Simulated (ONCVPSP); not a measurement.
# Pseudopotential generation for cerium (Ce): ONCV, PBE, scalar-relativistic.

The input file (ONCVPSP 4.0.1):

```
# ATOM AND REFERENCE CONFIGURATION
# atsym  z   nc   nv     iexc    psfile
  Ce 58.00    9    5        4      upf
#
#   n    l    f
    1    0    2.00
    2    0    2.00
    2    1    6.00
    3    0    2.00
    3    1    6.00
    3    2   10.00
    4    0    2.00
    4    1    6.00
    4    2   10.00
    4    3    1.00
    5    0    2.00
    5    1    6.00
    5    2    1.00
    6    0    2.00
#
# PSEUDOPOTENTIAL AND OPTIMIZATION
# lmax
    3
#
#   l,   rc,      ep,       ncon, nbas, qcut
    0    2.55    0.00    3    8    5.80
    1    2.20    0.00    3    6    7.10
    2    4.00    0.00    4    9    3.10
    3    1.00    0.00    4    9   18.70
#
# LOCAL POTENTIAL
# lloc, lpopt,  rc(5),   dvloc0
    4    5    0.85    4.00
#
# VANDERBILT-KLEINMAN-BYLANDER PROJECTORs
# l, nproj, debl
    0    2    1.10
    1    1    0.60
    2    2    4.00
    3    1    0.50
#
# MODEL CORE CHARGE
# icmod, fcfact, rcfact
    0    0.00    0.00
#
# LOG DERIVATIVE ANALYSIS
# epsh1, epsh2, depsh
   -3.00    5.00    0.02
#
# OUTPUT GRID
# rlmax, drl
    6.00    0.01
#
# TEST CONFIGURATIONS
# ncnf
    4
# nvcnf
#   n    l    f
    5
    4    3    1.00
    5    0    2.00
    5    1    6.00
    5    2    1.00
    6    0    1.00
#
    5
    4    3    1.00
    5    0    2.00
    5    1    6.00
    5    2    1.00
    6    0    0.00
#
    5
    4    3    1.00
    5    0    2.00
    5    1    6.00
    5    2    0.00
    6    0    0.00
#
    5
    4    3    1.00
    5    0    2.00
    5    1    6.00
    5    2    2.00
    6    0    0.00
#
```

Command:

```bash
oncvpsp.x < Ce.dat > Ce.out
```

Resulting log (shortened: citation, most of the input echo, consistency checks and plot data are left out):

```
ONCVPSP  (Optimized Norm-Conservinng Vanderbilt PSeudopotential)
scalar-relativistic version 4.0.1

#   n    l    f        energy (Ha)
    1    0    2.00    -1.4799411E+03
    2    0    2.00    -2.3695921E+02
    2    1    6.00    -2.1221216E+02
    3    0    2.00    -5.1025506E+01
    3    1    6.00    -4.3156225E+01
    3    2   10.00    -3.1981862E+01
    4    0    2.00    -1.0324820E+01
    4    1    6.00    -7.7563172E+00
    4    2   10.00    -4.0602388E+00
    4    3    1.00    -1.9776557E-01
    5    0    2.00    -1.4916576E+00
    5    1    6.00    -8.5351103E-01
    5    2    1.00    -1.1241853E-01
    6    0    2.00    -1.3761889E-01

Reference configufation results
  iterations    29
  all-electron total energy (Ha)   -8.86045642D+03

Begin loop to  construct optimized pseudo wave functions
and semi-local pseudopoentials for all angular momenta

Calculating optimized projector #   1

 for l=   0

    Fraction of norm inside rc  0.964942
    Optimizing pswf for qcut=   5.79 a_B^-1,  ecut=  16.78 Ha
    Residual kinetic energy error=  3.06D-08 Ha

    Energy error per electron        Cutoff
         Ha          eV             Ha
         0.01000     0.27211        6.99
         0.00100     0.02721        9.66
         0.00010     0.00272       11.73
         0.00001     0.00027       13.32

Calculating optimized projector #   2

 for l=   0

    Fraction of norm inside rc  0.081197
    Optimizing pswf for qcut=   5.79 a_B^-1,  ecut=  16.78 Ha
    Residual kinetic energy error=  2.05D-08 Ha

    Energy error per electron        Cutoff
         Ha          eV             Ha
         0.01000     0.27211        4.88
         0.00100     0.02721        8.51
         0.00010     0.00272       11.01
         0.00001     0.00027       12.93

Calculating optimized projector #   1

 for l=   1

    Fraction of norm inside rc  0.793674
    Optimizing pswf for qcut=   7.11 a_B^-1,  ecut=  25.24 Ha
    Residual kinetic energy error=  5.54D-08 Ha

    Energy error per electron        Cutoff
         Ha          eV             Ha
         0.01000     0.27211       10.33
         0.00100     0.02721       14.54
         0.00010     0.00272       17.82
         0.00001     0.00027       20.29

   Wellstate for l =  2  n = 10
     eigenvalue =   3.8876
     asymptotic potential =   4.3876
     half-point radius =  6.2462

Calculating optimized projector #   1

 for l=   2

    Fraction of norm inside rc  0.817348
    Optimizing pswf for qcut=   3.10 a_B^-1,  ecut=   4.82 Ha
    Residual kinetic energy error=  7.01D-05 Ha

    Energy error per electron        Cutoff
         Ha          eV             Ha
         0.01000     0.27211        3.13
         0.00100     0.02721        3.88
         0.00010     0.00272        5.10
         0.00001     0.00027       15.60

Calculating optimized projector #   2

 for l=   2

    Fraction of norm inside rc  0.208064
    Optimizing pswf for qcut=   3.10 a_B^-1,  ecut=   4.82 Ha
    Residual kinetic energy error=  7.23D-02 Ha

    Energy error per electron        Cutoff
         Ha          eV             Ha
         0.01000     0.27211        8.05
         0.00100     0.02721       21.33
         0.00010     0.00272       24.97
         0.00001     0.00027       29.54

Calculating optimized projector #   1

 for l=   3

    Fraction of norm inside rc  0.537153
    Optimizing pswf for qcut=  18.70 a_B^-1,  ecut= 174.78 Ha
    Residual kinetic energy error=  1.06D-06 Ha

    Energy error per electron        Cutoff
         Ha          eV             Ha
         0.01000     0.27211      109.30
         0.00100     0.02721      129.14
         0.00010     0.00272      145.01
         0.00001     0.00027      157.85

Construct Vanderbilt / Kleinmman-Bylander projectors

B matrix Hermiticity error, ll=   0
   1   2    9.1878E-05

  Orthonormal projector coefficients  1.4468E+01  8.0785E-01

B matrix Hermiticity error, ll=   2
   1   2    1.7196E-04

  Orthonormal projector coefficients  5.7279E+00  1.7765E+00

Pseudoatom total energy  -38.542385

Diagnostic tests using Vanderbilt-Kleinman-Bylander pseudopotentials
  1 or more projectors used as specified by nproj input data

   l    rcore       rmatch      e in        delta e   norm test  slope test

   0   2.5520513   2.6295371  -1.4916576   0.0000007   1.0001078   1.0001007
   0   2.5520513   2.6295371  -0.1376189   0.0000014   1.0000232   1.0000112

   1   2.2107410   2.2778639  -0.8535110  -0.0000041   0.9999968   1.0000028

   2   4.0210173   4.1431041  -0.1124185  -0.0000003   0.9999151   0.9999162
run_diag: lschvkbbe ERROR   2   6   2  60  3.88758146E+00  4.32633961E+00
   2   4.0210173   4.1431041   3.8875815   0.4387581   0.0466435   0.5099378

   3   1.0037011   1.0341757  -0.1977656   0.0001021   1.0000351   0.9999167

 Testing for bound ghosts
   n   l    E NL Schr. Eq   E Basis Diag.   E Cutoff

       0                      -11.987114     40.68  WARNING - GHOST(-)
   1   0       -1.491657       -1.491636     40.68
   2   0       -0.137617       -0.122919     40.68

       1                       -5.352215     20.39  WARNING - GHOST(-)
   2   1       -0.853515       -0.853468     20.39

   3   2       -0.112419       -0.112365     27.44

   4   3       -0.197663       -0.172762    385.15

 Testing for highly-localized positive-energy ghosts
       l    <radius>/rc     E Basis Diag.   E Cutoff

       2        0.807380        0.616008     27.44  WARNING - GHOST(+)

Test configuration 0

   n   l     f        eae           eps        diff
   1   0  2.0000-1479.94110866
   2   0  2.0000 -236.95921040
   2   1  6.0000 -212.21215917
   3   0  2.0000  -51.02550606
   3   1  6.0000  -43.15622483
   3   2 10.0000  -31.98186178
   4   0  2.0000  -10.32482030
   4   1  6.0000   -7.75631720
   4   2 10.0000   -4.06023881
   4   3  1.0000   -0.19776557   -0.19766344    1.02D-04
   5   0  2.0000   -1.49165757   -1.49165690    6.68D-07
   5   1  6.0000   -0.85351103   -0.85351511   -4.08D-06
   5   2  1.0000   -0.11241853   -0.11241881   -2.73D-07
   6   0  2.0000   -0.13761889   -0.13761746    1.43D-06

    Total energies and differences
      AE_ref= -8.86045642D+03  AE_tst= -8.86045642D+03  dif=  0.00D+00
      PS_ref= -3.85423854D+01  PS_tst= -3.85423854D+01  dif=  0.00D+00
      PSP excitation error=  0.00D+00

Test configuration 1

   n   l     f        eae           eps        diff
   1   0  2.0000-1480.16007880
   2   0  2.0000 -237.17727305
   2   1  6.0000 -212.43027002
   3   0  2.0000  -51.24341272
   3   1  6.0000  -43.37413539
   3   2 10.0000  -32.19975493
   4   0  2.0000  -10.54259113
   4   1  6.0000   -7.97405561
   4   2 10.0000   -4.27786647
   4   3  1.0000   -0.41470364   -0.41879403   -4.09D-03
   5   0  2.0000   -1.70862914   -1.71187640   -3.25D-03
   5   1  6.0000   -1.06993806   -1.07248879   -2.55D-03
   5   2  1.0000   -0.31469321   -0.31560231   -9.09D-04
   6   0  1.0000   -0.31201117   -0.31285988   -8.49D-04

    Total energies and differences
      AE_ref= -8.86045642D+03  AE_tst= -8.86023334D+03  dif=  2.23D-01
      PS_ref= -3.85423854D+01  PS_tst= -3.83189360D+01  dif=  2.23D-01
      PSP excitation error= -3.65D-04

Test configuration 2

   n   l     f        eae           eps        diff
   1   0  2.0000-1480.41747061
   2   0  2.0000 -237.43339831
   2   1  6.0000 -212.68646148
   3   0  2.0000  -51.49912321
   3   1  6.0000  -43.62985240
   3   2 10.0000  -32.45548012
   4   0  2.0000  -10.79787533
   4   1  6.0000   -8.22927087
   4   2 10.0000   -4.53288251
   4   3  1.0000   -0.66805954   -0.67870143   -1.06D-02
   5   0  2.0000   -1.96141576   -1.96981219   -8.40D-03
   5   1  6.0000   -1.32058656   -1.32728343   -6.70D-03
   5   2  1.0000   -0.54588356   -0.54701132   -1.13D-03

    Total energies and differences
      AE_ref= -8.86045642D+03  AE_tst= -8.85982612D+03  dif=  6.30D-01
      PS_ref= -3.85423854D+01  PS_tst= -3.79097834D+01  dif=  6.33D-01
      PSP excitation error= -2.30D-03

Test configuration 3

   n   l     f        eae           eps        diff
   1   0  2.0000-1480.81149717
   2   0  2.0000 -237.83077466
   2   1  6.0000 -213.08373478
   3   0  2.0000  -51.89343533
   3   1  6.0000  -44.02418306
   3   2 10.0000  -32.85042818
   4   0  2.0000  -11.18922491
   4   1  6.0000   -8.62048481
   4   2 10.0000   -4.92396187
   4   3  1.0000   -1.05268605   -1.04088425    1.18D-02
   5   0  2.0000   -2.33978250   -2.33133664    8.45D-03
   5   1  6.0000   -1.68760204   -1.68037437    7.23D-03

    Total energies and differences
      AE_ref= -8.86045642D+03  AE_tst= -8.85912132D+03  dif=  1.34D+00
      PS_ref= -3.85423854D+01  PS_tst= -3.72120331D+01  dif=  1.33D+00
      PSP excitation error=  4.74D-03

Test configuration 4

   n   l     f        eae           eps        diff
   1   0  2.0000-1480.08436800
   2   0  2.0000 -237.09808496
   2   1  6.0000 -212.35123081
   3   0  2.0000  -51.16548469
   3   1  6.0000  -43.29620299
   3   2 10.0000  -32.12147679
   4   0  2.0000  -10.46524643
   4   1  6.0000   -7.89661251
   4   2 10.0000   -4.20005853
   4   3  1.0000   -0.33882355   -0.35047961   -1.17D-02
   5   0  2.0000   -1.63337136   -1.64052851   -7.16D-03
   5   1  6.0000   -1.00005917   -1.00445180   -4.39D-03
   5   2  2.0000   -0.26491577   -0.26791633   -3.00D-03

    Total energies and differences
      AE_ref= -8.86045642D+03  AE_tst= -8.86022718D+03  dif=  2.29D-01
      PS_ref= -3.85423854D+01  PS_tst= -3.83142159D+01  dif=  2.28D-01
      PSP excitation error=  1.07D-03
```

Note: ghosts flagged at negative energy: s at -326.2 eV, p at -145.6 eV; GHOST(+) flagged for d at 16.8 eV. A true bound ghost makes a file unfit for plane-wave use.

The run took about 5.4 s on one core of a shared server CPU.
